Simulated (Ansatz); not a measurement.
Tl₄H₅, relaxed as a doublet with UKS PBE-D4/def2-SVP in Ansatz, starting from the GFN1-xTB geometry. Force threshold 0.02 eV/Å.

In the def2 sets Tl takes a core potential; there is no spin–orbit coupling. The relaxation made no stability test and no search for a lower SCF solution. The structure comes from a short search, and lower isomers may exist.

Start:

```xyz
9

Tl    0.2109    1.7536   -1.4707
Tl   -1.3700    1.1278    2.3235
Tl   -1.3785   -2.0945   -1.4970
Tl    1.8903   -1.0178    0.8468
H    -0.9596    0.0193   -1.9832
H    -0.9154    2.0014    0.3436
H     1.7380    0.6094   -0.5210
H     0.3762   -0.2200    2.1567
H     0.4081   -2.1791   -0.1988
```

```
step  energy (eV)  largest force component (eV/Å)  SCF passes
   1  -18861.6673                           0.666          19
   2  -18861.8940                           0.304          24
   3  -18861.9251                           0.078          21
   4  -18861.9274                           0.041          20
   5  -18861.9281                           0.027          19
   6  -18861.9284                           0.009          22
```

Force components are those of the run's own axes.

End:

```csv
atom,x (Å),y (Å),z (Å)
Tl1,0.175,1.637,-1.370
Tl2,-1.241,1.150,2.279
Tl3,-1.260,-2.035,-1.526
Tl4,1.745,-0.960,0.793
H5,-0.973,0.026,-1.990
H6,-0.959,1.974,0.333
H7,1.778,0.629,-0.534
H8,0.370,-0.239,2.169
H9,0.364,-2.183,-0.155
```

By distances, no bond broke or formed. The bond that changes most is Tl2–H8, from 2.21 to 2.13 Å (atoms count from 1). The end is the same structure that another start reached.

No frequencies were taken in this run, so the end may be a saddle point.

Hardware: 4 threads of Arm Neoverse V1 on a shared host. Wall time 16 s.
